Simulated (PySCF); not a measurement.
**Stretching InF⁺**

Set-up: PySCF, scalar-relativistic core potentials, basis sets In def2-SVP with ECP28, F def2-SVP. Energies in eV from In⁺ + F in their ground configurations at the same level. All curves are PBE0. state 1: ²Σ⁺ (doublet), unpaired electrons σ ↑; state 2: doublet, unpaired electrons π ↑, a second solution, started from another occupation; state 3: quartet, unpaired electrons σ ↑, π ↑↑, a mixture of terms (⟨Lz²⟩ = 2.0), a second solution, started from another occupation.

```
R (Å)  state 1  state 2  state 3
1.690    0.035   4.7955   8.6697
1.768   -0.595   3.4594   7.4894
1.847   -0.915   2.4678   6.6455
1.906   -1.016   1.8954   6.1781
1.965   -1.033   1.4391   5.8215
2.024   -0.995   1.0747   5.5514
2.103   -0.892   0.7026   5.2962
2.201   -0.730   0.3746   5.0998
2.319   -0.538   0.1207   4.9834
2.476   -0.335  -0.0672   4.9458
```

Task: Put a parabola through the three lowest points of the state 1 curve and estimate Re, k and ωe (reduced mass 16.3 u; 1 eV/Å² = 0.16022 mdyn/Å; ωe = 1302.8·√(k/μ) cm⁻¹).

Result: Through R = 1.906, 1.965, 2.024 Å the second-order coefficient is 7.90 eV/Å², so Re ≈ 1.954 Å, k ≈ 2.53 mdyn/Å and ωe ≈ 513 cm⁻¹. A polynomial fit of higher order to the unrounded PBE0 energies gives Re = 1.951 Å, k = 2.82 mdyn/Å, ωe = 542 cm⁻¹; anharmonicity and rounding make the difference.

The higher-order fit for each curve: state 1: Re = 1.951 Å, ωe = 542 cm⁻¹, De = 1.04 eV; state 3: Re = 2.464 Å, ωe = 215 cm⁻¹, minimum 4.95 eV above the ground-state fragments. State 2 gave no clean fit.

Spin–orbit coupling is left out, which matters for elements this heavy, above all for dissociation energies. For an ion De counts to the pair picked by the measured ionisation energies or electron affinities, which need not be the lowest pair at this level. Counting both spins, an empty level lies below a filled one in some of these solutions, because spin and occupation are held. The state was picked by a PBE0 search and need not be the measured ground state.
